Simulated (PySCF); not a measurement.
# Worked example: chemical shift, span and skew from a shielding tensor

C2H5BO3, SMILES OB1OCOC1. Atoms are numbered in the order given.

```xyz
11

O      2.1381    -0.1047     0.3515
B      0.8013    -0.0309     0.1169
C     -0.0804     1.2543    -0.1847
O     -1.4099     0.7186    -0.0141
C     -1.3373    -0.6553    -0.2761
O     -0.0350    -1.1268     0.0930
H      2.4287    -1.0258     0.4873
H      0.0734     1.6493    -1.2215
H      0.0509     2.1058     0.5128
H     -2.1137    -1.1788     0.3220
H     -1.4858    -0.8876    -1.3636
```

Geometry optimised at PBE-D3(BJ)/def2-SVP. This is a generated structure with no PubChem entry under its InChIKey; it may be hypothetical. The values are those of a single conformer.

GIAO shieldings from PBE0/pcSseg-1 (PySCF), non-relativistic, no solvent. The symmetric part of the tensor of C5 has the principal values 48.5, 84.8, 110.4 ppm. The same nucleus in TMS has σ = 186.3 ppm at this level (PySCF, at its B3LYP-D3(BJ)/def2-TZVP geometry).

Q: Work out the isotropic shielding, the ¹³C shift against TMS, the span and the skew.

A: 
σ(iso) = (σ11 + σ22 + σ33)/3 = 81.2 ppm. δ = σ(ref) − σ(iso) = 186.3 − (81.2) = 105.1 ppm.
Span Ω = σ33 − σ11 = 61.9 ppm. Skew κ = 3(σ(iso) − σ22)/Ω = -0.17. Tumbling in solution averages the tensor to δ; in a static solid the shielding alone would spread this spin-1/2 line over Ω.
